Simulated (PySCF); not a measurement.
Gas-phase reaction: SnHCl₃ + H₂ ⇌ SnHCl + 2 HCl

Energies from PySCF (xtb for GFN2), thermal terms from the rigid-rotor harmonic-oscillator model, ideal gas at 1 bar. † marks an energy on the PBE0/def2-TZVP geometry and frequencies; other levels use their own. All species are closed-shell singlets. B3LYP is the form with VWN-RPA correlation. Sn: scalar-relativistic def2 core potential, no spin-orbit coupling. SnHCl₃, SnHCl: computed as isolated molecules; such fragments, hydroxides, amides, oligomers or adducts are transient or little studied in the gas.

PBE0/def2-SVP† gives ΔH°(298 K) = 168 kJ.

### Question
What do B3LYP/def2-TZVP†, r2SCAN/def2-TZVP†, GFN2-xTB give?

### Answer
B3LYP/def2-TZVP†: 149 kJ; r2SCAN/def2-TZVP†: 191 kJ; GFN2-xTB: 33 kJ. For scale, ΔH°(298 K) is 168 kJ at this level, 182 kJ at ωB97M-V/def2-TZVP†, and runs from 33 to 207 kJ over the 18 levels computed.
